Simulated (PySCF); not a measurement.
# IHfN: breathing scan

These are results of PBE0/[Hf def2-TZVP with ECP60, N def2-TZVP, I def2-TZVP with ECP28], scalar-relativistic core potentials, density fitting, no spin–orbit coupling, PySCF, not measurements.

Rigid scan from the singlet minimum (Hf–I 2.746 Å, Hf–N 1.718 Å; I–Hf–N 110.3°). Coordinate: all bonds to the central atom scaled together. Energies in kJ/mol from the minimum.

Question: Predict the curve at 0.88, 0.92, 0.96, 1.00, 1.04, 1.08, 1.14, 1.22, 1.35.

Answer: 
| scale of all bonds to the centre | E (kJ/mol) | dipole size (D) |
| --- | --- | --- |
| 0.88 | 218.4 | 5.80 |
| 0.92 | 86.0 | 6.22 |
| 0.96 | 19.0 | 6.58 |
| 1.00 | 0.0 | 6.87 |
| 1.04 | 15.2 | 7.09 |
| 1.08 | 54.4 | 7.25 |
| 1.14 | 141.8 | 7.43 |
| 1.22 | 286.3 | 7.67 |
| 1.35 | 533.8 | 8.00 |

At long bonds a restricted determinant can lie too high, and another spin state can fall below this curve.

Spin–orbit coupling, left out here, can matter for elements this heavy.

Other isomers or separated fragments may lie lower.
